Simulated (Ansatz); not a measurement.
# A relaxation, step by step

SnH₆O, singlet, PBE0-D4/def2-TZVP (Ansatz 0.2.0). Settings:

```yaml
hamiltonian: {xc: pbe0, dispersion: d4}
relax: {f_tol: 0.005, max_steps: 200}
```

Start, a step off a saddle point along its unstable mode:

| atom | x (Å) | y (Å) | z (Å) |
| --- | --- | --- | --- |
| Sn1 | 0.7339 | -0.3698 | 0.2830 |
| O2 | -1.4009 | 0.2753 | -0.2333 |
| H3 | 1.0622 | -1.9257 | -0.2752 |
| H4 | 0.1120 | -0.5561 | 1.9362 |
| H5 | 1.9357 | 0.8120 | 0.4161 |
| H6 | -0.9512 | 0.4820 | -0.8982 |
| H7 | 0.3172 | 0.2928 | -1.5038 |
| H8 | -1.8086 | 0.9896 | 0.2752 |

```
               step  energy less the last (meV)  largest force component (eV/Å)
                  1                      2166.0                          10.325
                  3                       657.3                           1.386
                  5                       149.7                           0.787
                  7                        66.3                           0.045
                  9                        60.0                           0.096
11 (rejected trial)                        89.0                           1.587
                 13                        48.4                           0.115
15 (rejected trial)                        72.0                           1.238
17 (rejected trial)                        45.2                           0.614
                 19                        36.4                           0.103
                 21                        32.1                           0.621
                 23                        10.2                           0.240
                 25                         2.4                           0.094
27 (rejected trial)                         1.2                           0.222
                 29                         0.1                           0.002
                 31                         0.0                           0.019
                 32                         0.0                           0.001
```

Step 7, positions (Å) and forces (eV/Å):

```json
{"atom": "Sn1", "x": "1.307", "y": "-0.491", "z": "0.228", "Fx": "0.045", "Fy": "0.001", "Fz": "-0.010"}
{"atom": "O2", "x": "-2.312", "y": "0.443", "z": "-0.325", "Fx": "-0.035", "Fy": "-0.019", "Fz": "0.013"}
{"atom": "H3", "x": "1.692", "y": "-2.119", "z": "-0.088", "Fx": "-0.013", "Fy": "-0.014", "Fz": "-0.005"}
{"atom": "H4", "x": "0.248", "y": "-0.384", "z": "1.549", "Fx": "-0.025", "Fy": "0.011", "Fz": "0.036"}
{"atom": "H5", "x": "2.745", "y": "0.357", "z": "0.588", "Fx": "0.003", "Fy": "-0.002", "Fz": "-0.001"}
{"atom": "H6", "x": "-1.875", "y": "0.825", "z": "-1.090", "Fx": "0.006", "Fy": "0.015", "Fz": "0.029"}
{"atom": "H7", "x": "0.610", "y": "0.204", "z": "-1.162", "Fx": "0.001", "Fy": "0.019", "Fz": "-0.021"}
{"atom": "H8", "x": "-2.414", "y": "1.165", "z": "0.300", "Fx": "0.018", "Fy": "-0.011", "Fz": "-0.039"}
```

Step 9, positions (Å) and forces (eV/Å):

```json
{"atom": "Sn1", "x": "1.328", "y": "-0.472", "z": "0.228", "Fx": "0.011", "Fy": "0.007", "Fz": "0.047"}
{"atom": "O2", "x": "-2.432", "y": "0.446", "z": "-0.382", "Fx": "-0.011", "Fy": "-0.044", "Fz": "-0.040"}
{"atom": "H3", "x": "1.619", "y": "-2.117", "z": "-0.102", "Fx": "-0.027", "Fy": "0.020", "Fz": "-0.003"}
{"atom": "H4", "x": "0.264", "y": "-0.307", "z": "1.548", "Fx": "0.036", "Fy": "-0.004", "Fz": "-0.008"}
{"atom": "H5", "x": "2.812", "y": "0.297", "z": "0.585", "Fx": "-0.052", "Fy": "-0.016", "Fz": "-0.016"}
{"atom": "H6", "x": "-1.817", "y": "0.766", "z": "-1.045", "Fx": "0.043", "Fy": "-0.018", "Fz": "-0.057"}
{"atom": "H7", "x": "0.637", "y": "0.276", "z": "-1.142", "Fx": "0.017", "Fy": "0.010", "Fz": "-0.020"}
{"atom": "H8", "x": "-2.411", "y": "1.110", "z": "0.308", "Fx": "-0.017", "Fy": "0.044", "Fz": "0.096"}
```

Step 29, positions (Å) and forces (eV/Å):

| atom | x | y | z | Fx | Fy | Fz |
| --- | --- | --- | --- | --- | --- | --- |
| Sn1 | 1.209 | -0.227 | 0.232 | 0.000 | 0.000 | 0.000 |
| O2 | -1.872 | 0.033 | -0.395 | -0.001 | 0.002 | 0.000 |
| H3 | 0.684 | -1.778 | -0.220 | 0.000 | 0.000 | 0.000 |
| H4 | 0.420 | 0.312 | 1.643 | 0.000 | 0.000 | 0.000 |
| H5 | 2.887 | -0.305 | 0.576 | 0.000 | 0.000 | 0.001 |
| H6 | -1.991 | 0.630 | -1.137 | -0.001 | 0.000 | -0.001 |
| H7 | 1.000 | 0.892 | -1.037 | 0.001 | 0.000 | -0.001 |
| H8 | -2.337 | 0.443 | 0.338 | 0.001 | -0.002 | 0.001 |

Last step (32):

Sn1  (1.211, -0.225, 0.229)
O2  (-1.868, 0.035, -0.401)
H3  (0.683, -1.776, -0.221)
H4  (0.413, 0.321, 1.633)
H5  (2.886, -0.310, 0.589)
H6  (-2.015, 0.641, -1.132)
H7  (1.017, 0.890, -1.045)
H8  (-2.327, 0.424, 0.347)
(Å)

The run took about 60 s on 2 CPU threads of an Arm Neoverse V1 (shared host).
